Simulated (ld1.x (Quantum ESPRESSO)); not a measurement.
## Before and after: PAW potential for lead (Pb)

```json
{"Element": "lead (Pb)", "Generator": "ld1.x (Quantum ESPRESSO) 7.5", "Type": "PAW", "Functional": "PBEsol", "Relativity": "scalar-relativistic", "Frozen core": "[Xe] 4f14", "Valence charge": "14", "Reference configuration": "5d10 6s2 6p2", "Partial waves": "6s (bound): rcut 1.50, rcutus 2.10 bohr; 6s channel at -0.1 Ry: rcut 1.50, rcutus 2.10 bohr; 6p (bound): rcut 2.50, rcutus 2.65 bohr; 6p channel at 0.25 Ry: rcut 2.50, rcutus 2.65 bohr; 5d (bound): rcut 1.45, rcutus 1.65 bohr; 5d channel at 0.55 Ry: rcut 1.45, rcutus 1.65 bohr; 5f channel at 0.4 Ry: rcut 1.80, rcutus 1.95 bohr", "Local potential": "all-electron potential smoothed inside 2.30 bohr (lloc = -1)", "Core correction": "Bessel-smoothed model core inside 1.60 bohr", "Augmentation charge": "PSQ, radius 1.50 bohr"}
```

All-electron outer shells of the reference configuration (PBEsol, scalar-relativistic, ld1.x):

| shell | level (eV) | outermost node (bohr) | outermost maximum (bohr) |
| --- | --- | --- | --- |
| 4f | -132.94 | – | 0.35 |
| 5p | -85.81 | 0.49 | 0.88 |
| 5d | -21.16 | 0.52 | 1.07 |
| 6s | -12.10 | 1.01 | 1.95 |
| 6p | -3.52 | 1.18 | 2.63 |

Change: augmentation BESSEL, radius 1.55 bohr.

Cutoffs: the cutoffs (Ry, on a coarse ladder) from which the occupation-weighted sum of valence levels, in a spherical-Bessel basis at the reference potential, stays within 10 and 1 mRy of its value at 400 Ry; they do not see the model core or the augmentation charge, which bear on the density cutoff. Errors are all-electron minus pseudo energies relative to the spin-unpolarised reference configuration.

**Question.** Predict the effect on cutoff, ghosts and configuration errors.

**Answer.** The potential gets neither clearly harder nor softer (45 Ry and 80 Ry → 45 Ry and 80 Ry); of the 7 tests that both files solve, the error grows in 0 and shrinks in 5 by more than 15 % and 0.3 meV (median size 9.8 → 6.4 meV); neither file shows a bound ghost.

| quantity | base | changed |
| --- | --- | --- |
| cutoff, loose | 45 Ry | 45 Ry |
| cutoff, tight | 80 Ry | 80 Ry |
| bound ghosts | none | none |
| error for 5d10 6s2 6p1, meV [ΔE 6.60 eV] | -3.1 | -2.6 |
| error for 5d10 6s2 6p0, meV [ΔE 20.04 eV] | -9.8 | -6.4 |
| error for 5d10 6s1 6p0, meV [ΔE 52.52 eV] | -27 | -21 |
| error for 5d10 6s2 6p2.3, meV [ΔE -0.80 eV] | +0.3 | +0.4 |
| error for 5d9 6s2 6p3, meV [ΔE 19.29 eV] | -50 | -34 |
| error for 5d10 6s2 6p1.5, meV [ΔE 2.50 eV] | -1.1 | -1.0 |
| error for 5d9 6s2 6p2, meV [ΔE 27.16 eV] | -57 | -47 |
| s: phases at 2.89 bohr within 0.05 rad from the reference energy up to (Ry; the scan ends near 5) | 2.6 | 2.6 |
| p: phases at 2.89 bohr within 0.05 rad from the reference energy up to (Ry; the scan ends near 5) | 3.4 | 3.4 |
| d: phases at 2.89 bohr within 0.05 rad from the reference energy up to (Ry; the scan ends near 5) | to the end of the scan | to the end of the scan |
| f: phases at 2.89 bohr within 0.05 rad from the reference energy up to (Ry; the scan ends near 5) | 3.7 | 3.7 |
| lowest overlap eigenvalue by channel | s 0.37, p 0.51, d 0.76, f 1.00 | s 0.37, p 0.51, d 0.76, f 1.00 |
